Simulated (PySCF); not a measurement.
Compound: methyl 2-methylbutyrate, C6H12O2.
Cartesian coordinates in Å at the GFN2-xTB level; atoms count from 1:
```
atom  x, y, z in Å
C1    -1.7368   -1.5682   -0.2008
C2    -1.7098   -0.1137    0.2525
C3    -0.4877    0.6321   -0.2910
C4    -0.5441    2.1208    0.0611
C5     0.7745    0.0560    0.3203
O6     0.9594   -0.1244    1.4946
O7     1.6894   -0.2048   -0.6225
C8     2.9363   -0.7230   -0.1788
H9    -0.8645   -2.1000    0.1727
H10   -2.6265   -2.0664    0.1765
H11   -1.7406   -1.6331   -1.2872
H12   -1.6839   -0.0711    1.3428
H13   -2.6142    0.3939   -0.0892
H14   -0.4248    0.5126   -1.3761
H15   -0.5455    2.2463    1.1415
H16    0.3163    2.6436   -0.3507
H17   -1.4484    2.5680   -0.3448
H18    3.2497   -0.2175    0.7368
H19    3.6487   -0.5471   -0.9813
H20    2.8474   -1.7932    0.0205
```

Vertical excitations from PySCF (density fitting, frozen core in the response, grid level 2 and gas phase unless stated; continuum runs use non-equilibrium linear response for the excitations) on a GFN2-xTB geometry. Reference run:

```json
{"settings": "PBE0/def2-SVPD, full TDDFT, 6 singlets", "S1, eV (f)": "5.96 (0.002)", "S2, eV (f)": "7.53 (0.007)", "S3, eV (f)": "8.07 (0.067)", "S4, eV (f)": "8.22 (0.026)", "S5, eV (f)": "8.26 (0.023)", "S6, eV (f)": "8.29 (0.025)", "T1, eV (Tamm–Dancoff)": "5.42", "mean α (au)": "80.0"}
```

Problem. What do these settings give: HSE06/IGLO-II, TDA, 3 singlets?

Solution. 
```json
{"settings": "HSE06/IGLO-II, TDA, 3 singlets", "S1, eV (f)": "6.00 (0.003)", "S2, eV (f)": "8.06 (0.007)", "S3, eV (f)": "8.30 (0.040)", "S4, eV (f)": "–", "S5, eV (f)": "–", "S6, eV (f)": "–", "T1, eV (Tamm–Dancoff)": "5.43", "mean α (au)": "75.4"}
```

S1 moves by +0.04 eV; functional, basis and response scheme change together, so the shift can't be laid on one. States are counted by energy in each run and needn't keep their character from row to row.

Problem. Give the leading configurations of S1 (H = HOMO, L = LUMO) and the HOMO–LUMO gap of each run.

Solution. 
```
                              settings  S1 configurations (weight)  S1 (eV)  orbital gap (eV)  S1 − gap (eV)
PBE0/def2-SVPD, full TDDFT, 6 singlets                    H→L 0.97     5.96              8.25          -2.29
        HSE06/IGLO-II, TDA, 3 singlets                    H→L 0.98     6.00              7.50          -1.50
```

One conformer stands for the species.
